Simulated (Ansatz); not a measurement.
Ansatz (an electronic-structure program) input (CCSD(T)/6-31G):

Ansatz 0.2 input:
```yaml
crystal:
  periodic: [false, false, false]
  atoms:
    - {symbol: C, position_ang: [1.37220919, 0.05691969, 0.27367707]}
    - {symbol: C, position_ang: [-0.09950901, -0.02585354, 0.32379271]}
    - {symbol: F, position_ang: [-0.66707625, 1.09109808, -0.23801757]}
    - {symbol: F, position_ang: [-0.54759369, -1.11787328, -0.37767525]}
    - {symbol: H, position_ang: [1.85314723, 1.01834462, 0.36869248]}
    - {symbol: H, position_ang: [1.95428907, -0.85154703, 0.25047242]}
    - {symbol: H, position_ang: [-0.51160793, -0.11221770, 1.33725175]}
basis:
  gaussian:
    orbitals: 6-31G
magnetization: {spin_polarized: true, initial_magnetization: 1}
correlation: {method: ccsd_t, electrons: outside_noble_gas}
```

End of the output:

```
integrals: 0.02 GiB planned
500 factors; integrals over basis functions are off by at most 2.6e-4 eV
0.14 GiB of device memory are held for the factors and their scratch space
mean field: 0.10 GiB planned
mean field evaluation 1: about -7513.7950 eV, gradient 2.2e1 eV
mean field evaluation 2: about -7513.7998 eV, gradient 2.2e1 eV
mean field evaluation 4: about -7516.3305 eV, gradient 2.3e0 eV
mean field evaluation 8: about -7516.3891 eV, gradient 1.4e-1 eV
mean field evaluation 16: about -7515.8314 eV, gradient 1.2e1 eV
mean field -7516.38945590 eV, -276.2222177127 hartree, gradient 1.6e-6 eV, S^2 0.762135; 0 other end points of the search recorded, 0 dependent functions left out
4 core orbitals not correlated
reference -7516.38945590 eV, -276.2222177127 hartree; 13, 12 occupied and 25, 26 virtual orbitals, 500 factors
second order -10.78858185 eV of doubles, -0.00000000 eV of singles
coupled cluster: 0.21 GiB planned
cycle   1  -10.95879240 eV  change   -1.7e-1 eV  update   8.2e-2
cycle   2  -11.29198038 eV  change   -3.3e-1 eV  update   2.5e-2
cycle   3  -11.39724249 eV  change   -1.1e-1 eV  update   1.3e-2
cycle   4  -11.40111081 eV  change   -3.9e-3 eV  update   3.7e-3
cycle   5  -11.40134324 eV  change   -2.3e-4 eV  update   1.7e-3
cycle   6  -11.40185400 eV  change   -5.1e-4 eV  update   5.6e-4
cycle   7  -11.40187140 eV  change   -1.7e-5 eV  update   1.7e-4
cycle   8  -11.40191507 eV  change   -4.4e-5 eV  update   6.8e-5
cycle   9  -11.40194694 eV  change   -3.2e-5 eV  update   2.4e-5
cycle  10  -11.40194537 eV  change    1.6e-6 eV  update   8.6e-6
perturbative correction -0.20481970 eV, -0.0075269852 hartree
Total energy: -7527.99622097 eV, -276.6487584616 hartree
```

It need not be the lowest isomer of its formula.
